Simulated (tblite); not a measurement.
Run record: tight-binding relaxation, `CC[C@@H]1CCSCS1`.

Computed with GFN2-xTB geometry optimisation, gas phase (tblite 0.8.0). Start geometry: from a force field or distance geometry. A driver script takes a list of jobs; this job's settings line and coordinates (Å) are shown.

Command:
```bash
OMP_NUM_THREADS=1 python probes_run.py task.json out
```

Input:
```
{"job": {"kind": "relax", "xc": "GFN2-xTB", "basis": "xTB"}, "charge": 0, "multiplicity": 1}
C     -2.664000     0.899000     0.059900
C     -1.738100    -0.255900     0.352600
C     -0.262100    -0.017800    -0.055400
C      0.540400    -1.302200     0.077700
C      1.949600    -1.235700    -0.483800
S      3.025400    -0.084700     0.398700
C      2.081700     1.433300     0.156100
S      0.464000     1.339200     0.945700
H     -2.435200     1.780400     0.665800
H     -3.709400     0.612900     0.288500
H     -2.625600     1.180200    -0.997900
H     -2.116900    -1.139500    -0.177600
H     -1.797100    -0.509000     1.439400
H     -0.258900     0.303200    -1.111000
H      0.572600    -1.622700     1.138000
H      0.013600    -2.108600    -0.440600
H      2.414800    -2.221700    -0.434800
H      1.921500    -0.956400    -1.549000
H      2.632000     2.258800     0.624600
H      1.986600     1.657800    -0.900000
```

Task: What does the run print?

Result: 
```
step      E/eV     max force
  0    -692.72087    0.920
  1    -692.76809    0.393
  2    -692.77962    0.222
  3    -692.78925    0.155
  4    -692.79386    0.175
  5    -692.79846    0.140
  6    -692.80139    0.115
  7    -692.80365    0.123
  8    -692.80561    0.117
  9    -692.80762    0.110
... (33 lines left out)
 43    -692.82127    0.015
 44    -692.82130    0.013
 45    -692.82133    0.018
 46    -692.82136    0.016
 47    -692.82139    0.012
 48    -692.82142    0.012
 49    -692.82144    0.012
 50    -692.82145    0.012
 51    -692.82147    0.010
 52    -692.82147    0.007
```

«max force» is the largest atomic force in eV/Å.

Task: From which step on does the largest force stay under 0.1 eV/Å, and how much energy is left to gain from there?

Result: From step 10 (0.097 eV/Å), 12.1 meV above the end.

Summary of the converged run: energy lowered by 2.3 kcal/mol over 52 steps; largest atomic force 0.007 eV/Å at the end.

Time: 0.64 s wall. Hardware: one thread, Arm Neoverse N1 (aarch64), shared host with 64 logical CPUs at a one-minute load of 54.
Labels such as C1 count atoms from 1, the log's own numbers from 0.
